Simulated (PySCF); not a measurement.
**How methods differ on the excitation energy of Sn**

Sn [Kr] 4d10 5s2 5p2 (3P) → Sn [Kr] 4d10 5s1 5p2 5d1 (high-spin determinant), as a difference of total energies. Computed with PySCF 2.14 in aug-cc-pVTZ-DK3 (8s7p5d2f, 68 functions), with the spin-free X2C one-electron Hamiltonian (Gaussian nucleus). Correlated levels: valence: [Kr] 4d10 frozen. The calculations carry no spin-orbit coupling.

| method | excitation energy (eV) |
| --- | --- |
| UHF | 9.649 |
| LDA | 11.645 |
| PBE | 11.269 |
| PBE0 | 11.082 |
| r2SCAN | 11.050 |
| wB97X-V | 11.486 |
| BP86 | 11.337 |
| wB97M-V | 11.424 |
| r2SCANh | 11.019 |
| MP2 (valence) | 10.451 |
| SCS-MP2 (valence) | 10.760 |

Question: How much does correlation contribute at MP2 (valence)?

Answer: 10.451 − (9.649) = 0.802 eV, measured against UHF.

A first-order spin-orbit estimate (lowest level to lowest level, LS coupling) adds 0.022 eV.

The upper state lies above the first ionisation limit, but in LS coupling its spin forbids autoionisation to the ground ion; at this Z spin-orbit coupling breaks that rule.

The promoted electron is Rydberg-like, and one or two diffuse shells describe it only roughly, which tends to raise the upper state.

The determinant of the upper state mixes LS terms, which raises its energy above the lowest term, most at the Hartree-Fock and MP2 levels.
